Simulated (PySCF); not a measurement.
C3H8N, SMILES C(C)(C)[NH], multiplicity 2. Coordinates come from a PBE-D3(BJ)/def2-SVP optimisation. The isomer is the one that the SMILES or the coordinates give; other isomers of the formula were not compared. One conformer was computed; it need not be the lowest.

Computed with PySCF 2.14.0 with PBE-D3(BJ)/def2-SVP.

Harmonic wavenumbers (cm⁻¹): 207, 220, 262, 355, 418, 450, 808, 881, 915, 945, 1021, 1048, 1146, 1193, 1203, 1309, 1330, 1356, 1401, 1410, 1419, 1429, 2818, 2966, 2975, 3060, 3064, 3067, 3078, 3272. Rotational constants (GHz): 8.839, 7.919, 4.746; symmetry number 1.

### Question
Work out the zero-point energy and the ideal-gas rigid-rotor harmonic-oscillator thermochemistry at 298.15 K and 1 atm.

### Answer
ZPE = ½ Σ hcν = ½ × 45027 cm⁻¹ = 64.37 kcal/mol. H − E(el) = 68.54 kcal/mol. Entropy in cal/(mol K): translation 38.10, rotation 24.38, vibration 9.55, spin 1.38, total 73.42. G − E(el) = 46.65 kcal/mol. Cp = 21.92 cal/(mol K).
